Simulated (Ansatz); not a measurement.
`O[Si](O)(Cl)C[SiH2]Cl`, charge 0, multiplicity 1.

**Question.** Give a relaxed structure at PBE0-D4/def2-TZVP (the Gaussian-basis code of Ansatz). (Best estimate.)

**Answer.** Ansatz gave: 
Z-matrix (Å, degrees):
```
Si
O 1 1.633
Cl 1 2.060 2 108.1
O 1 1.626 2 107.9 3 -119.8
C 1 1.853 2 114.0 3 121.1
H 2 0.960 1 117.1 3 -45.7
H 4 0.959 1 117.8 2 53.6
Si 5 1.859 1 115.2 2 -23.9
H 5 1.093 1 109.3 2 -147.9
H 5 1.097 1 107.6 2 95.7
Cl 8 2.070 5 109.9 1 -45.4
H 8 1.482 5 111.9 1 -163.6
H 8 1.481 5 111.1 1 72.7
```
This is one stationary point; other conformers may exist.
